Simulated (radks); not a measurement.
Species: Hg24+. Configuration: [Kr] 4d10 4f10.

All-electron calculation, scalar-relativistic Kohn-Sham, PBE, spin-polarised, spherical densities, finite nucleus; open shells are filled with parallel spins first (spin-orbit coupling, left out, can overturn this in heavy ions); Fermi nuclear charge, rms radius 5.4648 fm. Program: a radial shooting solver on a logarithmic mesh with Libxc functionals.

Energy parts (eV):
part                       energy
total                  -527068.78
kinetic                 592033.23
electron-nucleus      -1273350.44
Hartree                 163605.95
exchange-correlation     -9357.52

Orbitals (lengths in bohr, moments of r in powers of bohr; r(90%) holds 90 % of the orbital's charge):
| orbital | occ. | eigenvalue (eV) | r(90%) | <1/r> |
|---|---|---|---|---|
| 1s up | 1 | -83835.77 | 0.0304 | 97.53 |
| 1s down | 1 | -83835.79 | 0.0304 | 97.53 |
| 2s up | 1 | -15430.37 | 0.109 | 22.89 |
| 2s down | 1 | -15430.24 | 0.109 | 22.89 |
| 2p up | 3 | -13406.61 | 0.103 | 20.28 |
| 2p down | 3 | -13406.51 | 0.103 | 20.29 |
| 3s up | 1 | -4185.915 | 0.265 | 8.494 |
| 3s down | 1 | -4181.992 | 0.265 | 8.500 |
| 3p up | 3 | -3600.531 | 0.272 | 7.731 |
| 3p down | 3 | -3596.534 | 0.272 | 7.737 |
| 3d up | 5 | -2984.420 | 0.255 | 7.269 |
| 3d down | 5 | -2981.371 | 0.255 | 7.275 |
| 4s up | 1 | -1427.871 | 0.559 | 3.723 |
| 4s down | 1 | -1421.650 | 0.560 | 3.719 |
| 4p up | 3 | -1230.898 | 0.596 | 3.385 |
| 4p down | 3 | -1224.965 | 0.597 | 3.380 |
| 4d up | 5 | -998.4934 | 0.631 | 3.085 |
| 4d down | 5 | -992.6521 | 0.632 | 3.079 |
| 4f up | 7 | -743.0677 | 0.655 | 2.779 |
| 4f down | 3 | -736.7270 | 0.658 | 2.773 |

The highest occupied level is 4f down at -736.73 eV. The spin density at the nucleus is -29.38 e/bohr^3 (1s 0.10, 2s -4.96, 3s -52.12, 4s 27.60). The density falls to 0.001 e/bohr^3 at r = 1.34 bohr.
